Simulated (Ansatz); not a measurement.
Start from `CC(C)CO` and change one atom or group to get `BCC(C)C`.

Ansatz, PBE0-D4/def2-TZVP geometries, multiplicity 1. Each molecule was computed in one conformer, which needn't be the lowest.

```csv
property,`CC(C)CO`
size of the dipole moment (PBE/def2-TZVPP) / D,1.52
LUMO energy (ωB97M-V/def2-TZVPP) / eV,2.44
LUMO energy (B3LYP/def2-TZVPP) / eV,0.64
HOMO–LUMO gap (B3LYP/def2-TZVPP) / eV,8.13
LUMO energy (PBE/def2-TZVPP) / eV,0.15
size of the dipole moment (B3LYP/def2-TZVPP) / D,1.61
```

Q: What does the change do to each property? (An estimate is asked.)

A: Computed: 
| property | `BCC(C)C` | shift |
| --- | --- | --- |
| size of the dipole moment (PBE/def2-TZVPP) / D | 0.74 | -0.78 |
| LUMO energy (ωB97M-V/def2-TZVPP) / eV | 0.70 | -1.74 |
| LUMO energy (B3LYP/def2-TZVPP) / eV | -1.45 | -2.09 |
| HOMO–LUMO gap (B3LYP/def2-TZVPP) / eV | 7.02 | -1.11 |
| LUMO energy (PBE/def2-TZVPP) / eV | -2.25 | -2.40 |
| size of the dipole moment (B3LYP/def2-TZVPP) / D | 0.65 | -0.96 |

With PBE0 the HOMO falls by 0.94 eV and the LUMO falls by 2.20 eV, so the gap narrows by about 1.26 eV. PBE moves the HOMO by -1.21 eV and ωB97M-V by -0.81 eV. Dipoles are sizes alone; their direction can turn.

B3LYP here is the variant with VWN-RPA as its local correlation; programs differ in this.
